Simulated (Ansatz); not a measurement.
Mulliken charges of BrGaH₂S₂, SMILES `[SH][Ga]([SH])[Br]` from r2SCAN/def2-TZVPP in Ansatz (PBE0-D4/def2-TZVP geometry).

```json
{"atom": "S1", "x (Å)": "-1.236", "y (Å)": "1.207", "z (Å)": "-0.938", "charge (e)": "-0.216"}
{"atom": "Ga2", "x (Å)": "-0.254", "y (Å)": "-0.616", "z (Å)": "-0.227", "charge (e)": "0.470"}
{"atom": "S3", "x (Å)": "1.474", "y (Å)": "-0.708", "z (Å)": "1.112", "charge (e)": "-0.216"}
{"atom": "Br4", "x (Å)": "-1.110", "y (Å)": "-2.598", "z (Å)": "-0.947", "charge (e)": "-0.246"}
{"atom": "H5", "x (Å)": "-0.401", "y (Å)": "2.023", "z (Å)": "-0.273", "charge (e)": "0.104"}
{"atom": "H6", "x (Å)": "1.568", "y (Å)": "0.628", "z (Å)": "1.227", "charge (e)": "0.104"}
```

By hand: the dipole of these point charges (1 e Å = 4.8032 D).

Σ q r = (0.224, 0.518, 0.188) e Å, of length 0.595 e Å = 2.86 D.

How does the dipole of the full density compare? (An estimate is asked.)

Ansatz gave: (0.184, 0.426, 0.155) e Å, 2.35 D; the point charges give 1.22 times that, at 0° from its direction.

Point charges leave out the atoms' own dipoles, such as those of lone pairs, and Mulliken's split depends on the basis, so the two needn't agree.
